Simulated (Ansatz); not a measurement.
Reaction (ligand exchange at a Ge–N bond): `[OH][GeH2][NH]CF` + CH₃OH → `C[O][GeH2][OH]` + `NCF`

Calculated with Ansatz (gas phase, PBE0-D4/def2-TZVP geometries, no zero-point term in ΔE). CCSD(T)/CBS adds triple-zeta CCSD(T) − MP2 to the extrapolated MP2 energy (def2 sets, frozen cores). This one scheme is used for every species. Functionals use def2-TZVPP. B3LYP here is the variant with VWN-RPA as its local correlation; programs differ in this. For Ge outer-core shells are correlated without core-valence functions, which leaves a few kJ/mol of doubt a bond. Scalar relativity is left out up to krypton. Each species was taken in one conformer, which may not be the lowest.

`[OH][GeH2][NH]CF`:

```xyz
11

O    -1.452   -1.562    0.736
Ge   -1.353    0.051   -0.003
N     0.276    0.851    0.331
C     1.398    0.402   -0.377
F     1.710   -0.952   -0.106
H    -0.658   -2.073    0.553
H    -1.443   -0.036   -1.536
H    -2.463    0.859    0.670
H     0.472    1.043    1.303
H     2.293    0.970   -0.116
H     1.220    0.446   -1.454
```

CH₃OH:

Cartesian coordinates in Å:
```
C 0.127 -0.193 -0.271
O -0.774 0.176 0.747
H -0.284 -1.078 -0.757
H 1.119 -0.450 0.121
H 0.243 0.590 -1.031
H -0.431 0.954 1.191
```

`C[O][GeH2][OH]`:

Z-matrix (Å, degrees):
```
C
O 1 1.407
H 1 1.098 2 112.0
H 1 1.092 2 108.1 3 -118.9
H 1 1.099 2 112.4 3 122.1
Ge 2 1.776 1 119.4 3 -72.7
O 6 1.764 2 105.5 1 -162.4
H 6 1.545 2 107.2 1 -42.3
H 6 1.534 2 112.1 1 83.2
H 7 0.960 6 112.2 2 49.5
```

`NCF`:

```xyz
7

N     0.727   -0.446   -0.266
C    -0.541    0.036    0.089
F    -0.530    1.356    0.573
H     1.148    0.078   -1.020
H     1.364   -0.487    0.517
H    -1.202    0.037   -0.780
H    -0.967   -0.575    0.887
```

Task: Is it downhill or uphill in electronic energy at CCSD(T)/CBS, and by how much? (An estimate is asked.)

Result: The calculation gave: Downhill: ΔE = -15.6 kJ/mol.

Task: What do these levels give: LDA (SPW92), B97M-V, ωB97M-V, B2PLYP, B3LYP, r2SCANh, r2SCAN0, RPA@PBE/def2-TZVPP, HF/def2-SVP, HF/def2-TZVPP, HF/def2-QZVPP, MP2/CBS(def2)? (Estimate.)

Result: The calculation gave: LDA (SPW92) -15.0, B97M-V -23.4, ωB97M-V -17.3, B2PLYP -21.2, B3LYP -22.8, r2SCANh -20.4, r2SCAN0 -19.9, RPA@PBE/def2-TZVPP -16.3, HF/def2-SVP -23.4, HF/def2-TZVPP -27.6, HF/def2-QZVPP -28.4, MP2/CBS(def2) -15.3 kJ/mol.

Largest T1 diagnostic among the species: 0.012.

The D4 term adds +3.4 kJ/mol with B3LYP and +1.9 kJ/mol with PBE0; it sums over pairs of atoms, weighted by their polarisabilities, and B3LYP, whose exchange is more repulsive, gets the larger term. Leaving LDA and LC-ωPBE aside and taking each functional with its dispersion term where it has one, the values, not all of them listed here, spread over 7.7 kJ/mol, from B97M-V to revPBE-D4. LDA lies +3.8 kJ/mol from PBE without D4. In def2-TZVPP, CCSD(T) changes the Hartree–Fock value by +10.8 kJ/mol (the triples alone add +1.1 kJ/mol) and MP2 by +11.1 kJ/mol.
